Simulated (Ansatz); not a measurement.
Basis-set extrapolation for C2H8AlClSi (`C[CH]([AlH2])[SiH2]Cl`) (PBE0-D4/def2-TZVP geometry, frozen core, the Gaussian-basis code of Ansatz). Multiplicity 1, RHF reference.

```json
{"": "HF", "def2-TZVPP": "-1070.850119", "def2-QZVPP": "-1070.882882"}
{"": "MP2 correlation", "def2-TZVPP": "-0.754039", "def2-QZVPP": "-0.811206"}
{"": "CCSD(T) correlation", "def2-TZVPP": "-0.853504", "def2-QZVPP": "not run"}
```

Energies in hartree. Use E(X) = E(∞) + A·exp(−7.88·√X) for Hartree–Fock and E(X) = E(∞) + B·X^(−2.97) for correlation, with X = 3 and 4, and add CCSD(T) minus MP2 of the smaller set to the MP2 limit.

**Question.** What is the CCSD(T) energy at the basis-set limit?

**Answer.** HF limit: -1070.882882 + (-0.032763) × 0.13774 = -1070.88739. MP2 limit: -0.811206 + (-0.057167) × 0.74074 = -0.85355. Higher-order term: -0.853504 − (-0.754039) = -0.09947. Total: -1071.84041 hartree, 359.1 kJ/mol below CCSD(T)/def2-TZVPP.
